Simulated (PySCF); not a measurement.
Isomers of C4H11AlO, from PySCF 2.14.0, PBE0-D3(BJ)/def2-SVP geometry optimisation, gas phase. One conformer each, no zero-point energy, no frequencies.

Problem. Which is lowest in electronic energy at this level?
A. AlEt2(OH), `C[CH2][Al]([OH])[CH2]C`: A = 5502, B = 1361, C = 1122 MHz, dipole 1.33 D
B. `[AlH3-:1][O+:2]1[CH2:3][CH2:4][CH2:5][CH2:6]1` with Al1–O2–C3–C4 -165°, O2–C3–C4–C5 32°, C3–C4–C5–C6 -39°, C4–C5–C6–O2 31°: A = 6124, B = 1791, C = 1512 MHz, dipole 6.25 D
C. `[CH3:1][CH2:2][CH2:3][CH2:4][O:5][AlH2:6]` with C1–C2–C3–C4 66°, C2–C3–C4–O5 -67°, C3–C4–O5–Al6 -31°, C4–O5–Al6–H 164° and -20°: A = 3798, B = 2080, C = 1539 MHz, dipole 1.51 D

Solution. A. That is AlEt2(OH), `[OH][Al]([CH2]C)[CH2]C`, 20.0 kcal/mol below the next.

```json
{"SMILES": "C[CH2][Al]([OH])[CH2]C", "mapped SMILES": "–", "E (Eh)": "-476.12977", "relative (kcal/mol)": "0.0", "relative (kJ/mol)": "0.0", "dipole (D)": "1.33"}
{"SMILES": "CCCC[O][AlH2]", "mapped SMILES": "[CH3:1][CH2:2][CH2:3][CH2:4][O:5][AlH2:6]", "E (Eh)": "-476.09789", "relative (kcal/mol)": "20.0", "relative (kJ/mol)": "83.7", "dipole (D)": "1.51"}
{"SMILES": "[AlH3-][O+]1CCCC1", "mapped SMILES": "[AlH3-:1][O+:2]1[CH2:3][CH2:4][CH2:5][CH2:6]1", "E (Eh)": "-476.05926", "relative (kcal/mol)": "44.2", "relative (kJ/mol)": "185.1", "dipole (D)": "6.25"}
```
